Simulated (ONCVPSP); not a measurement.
**Before and after: ONCV potential for S**

ONCVPSP 4.0.1 input, shortened (lines: element, Z, core and valence counts, functional; n l f; lmax; l rc ep ncon nbas qcut; lloc lpopt rc5 dvloc0; l nproj debl; icmod fcfact rcfact), LDA (Perdew-Wang 92), scalar-relativistic:

```
  S 16.00    3    2  -001012      upf
    1    0    2.00
    2    0    2.00
    2    1    6.00
    3    0    2.00
    3    1    2.50
    2
    0    1.25    0.00    4    7    4.30
    1    1.60    0.00    4    7    4.60
    2    1.65    0.37    4    8    5.60
    4    5    0.90    0.00
    0    2    1.90
    1    1    1.50
    2    2    0.70
    3    2.50    1.35
```

In the d channel the program set the typed energies aside and used 0.050, 0.750 Ha.

All-electron outer shells of the reference configuration (LDA (PZ), scalar-relativistic, ld1.x):

```json
{"shell": "2s", "level (eV)": "-229.24", "outermost node (bohr)": "0.13", "outermost maximum (bohr)": "0.39"}
{"shell": "2p", "level (eV)": "-175.01", "outermost node (bohr)": "–", "outermost maximum (bohr)": "0.33"}
{"shell": "3s", "level (eV)": "-33.36", "outermost node (bohr)": "0.60", "outermost maximum (bohr)": "1.37"}
{"shell": "3p", "level (eV)": "-22.32", "outermost node (bohr)": "0.58", "outermost maximum (bohr)": "1.51"}
```

Change: s: rc 1.82.

Cutoffs: the cutoffs (Ha) at which the residual kinetic energy of the hardest occupied pseudo-wave falls to 1 and 0.1 mHa per electron; they do not see the model core or the augmentation charge, which bear on the density cutoff. Errors are all-electron minus pseudo energies relative to the spin-unpolarised reference configuration.

Question: How do hardness, ghosts and transferability respond?

Answer: The potential gets softer (23 Ha and 52 Ha → 11 Ha and 33 Ha); of the 4 tests that both files solve, the error grows in 4 and shrinks in 0 by more than 15 % and 0.3 meV (median size 9.7 → 11.8 meV); neither file shows a bound ghost. A larger radius leaves more room for a smooth pseudo-wave, so fewer plane waves are needed. More of the atom is replaced by a form fitted at one configuration, so other configurations suffer.

| quantity | base | changed |
| --- | --- | --- |
| cutoff, loose | 23 Ha | 11 Ha |
| cutoff, tight | 52 Ha | 33 Ha |
| loose cutoff by channel | s 23 Ha, p 6.6 Ha | s 11 Ha, p 6.6 Ha |
| bound ghosts | none | none |
| GHOST(+) flags under 300 eV | s at 90.4 eV | s at 91.4 eV |
| error for 3s2 3p4, meV [ΔE -21.64 eV] | +16 | +20 |
| error for 3s2 3p3, meV [ΔE -9.79 eV] | +3.2 | +3.8 |
| error for 3s2 3p2, meV [ΔE 12.58 eV] | +2.6 | +3.6 |
| error for 3s2 3p0, meV [ΔE 93.72 eV] | +133 | +182 |
| p: phases at 1.62 bohr within 0.05 rad from the reference energy up to (Ha; the scan ends near 5) | 1.5 | 1.5 |
| d: phases at 1.67 bohr within 0.05 rad from the reference energy up to (Ha; the scan ends near 5) | 3.2 | 3.2 |
| rms error of d²Exc/dni dnj with the model core, mHa | 2.19 | 1.83 |
